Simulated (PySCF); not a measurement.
# Molecular orbitals of CsB

PBE0 at R = 3.097 Å; Cs def2-TZVP with ECP46, B def2-TZVP; scalar-relativistic core potentials (PySCF 2.14). State: ³Π (triplet), unpaired electrons σ ↑, π ↑. Only the outer orbitals are listed, counted within each symmetry, core potentials removing the inner ones.

| spin | orbital | occ. | ε (eV) | on Cs (%) | main shells (%) |
| --- | --- | --- | --- | --- | --- |
| α | 2σ | 1 | -29.37 | 100 | 100 Cs s |
| α | 1π | 1 | -15.04 | 100 | 100 Cs p |
| α | 1π | 1 | -15.01 | 100 | 100 Cs p |
| α | 3σ | 1 | -14.94 | 97 | 97 Cs p |
| α | 4σ | 1 | -8.99 | 4 | 96 B s |
| α | 5σ | 1 | -3.13 | 23 | 76 B p, 16 Cs s |
| α | 2π | 1 | -3.11 | 12 | 88 B p, 9 Cs d |
| α | 6σ | 0 | -1.22 | 90 | 78 Cs s, 12 B p, 10 Cs p |
| α | 2π | 0 | -0.91 | 31 | 69 B p, 21 Cs d, 10 Cs p |
| α | 3π | 0 | -0.27 | 100 | 73 Cs p, 27 Cs d |
| β | 2σ | 1 | -29.31 | 100 | 100 Cs s |
| β | 1π | 1 | -15.00 | 100 | 100 Cs p |
| β | 1π | 1 | -14.94 | 100 | 100 Cs p |
| β | 3σ | 1 | -14.76 | 99 | 99 Cs p |
| β | 4σ | 1 | -7.00 | 4 | 95 B s |
| β | 5σ | 0 | -1.03 | 99 | 89 Cs s, 10 Cs p |
| β | 2π | 0 | -0.47 | 36 | 64 B p, 24 Cs d, 12 Cs p |
| β | 2π | 0 | 0.12 | 70 | 61 Cs p, 30 B p, 9 Cs d |

**Question.** Which are the highest filled and the lowest empty level, where do they sit, and how wide is the gap?

**Answer.** Highest filled α 2π at -3.11 eV (in %: 88 B p, 9 Cs d); lowest empty α 6σ at -1.22 eV (in %: 78 Cs s, 12 B p, 10 Cs p); the gap at PBE0 is 1.89 eV.

The bond order (Mayer) is 0.65 and the ⟨S²⟩ is 2.004. The charge on Cs (Mulliken, basis-dependent) is 0.61. The charge on Cs (Löwdin, basis-dependent) is 0.46. The dipole moment (positive dipole means Cs(−)B(+)) is -8.57 D. The polarisability along the bond is 279.1 bohr³ and the polarisability across the bond is 85.8 bohr³.

Spin–orbit coupling is left out. The state is the lowest determinant that a PBE0 search found; another state may lie lower at other levels.
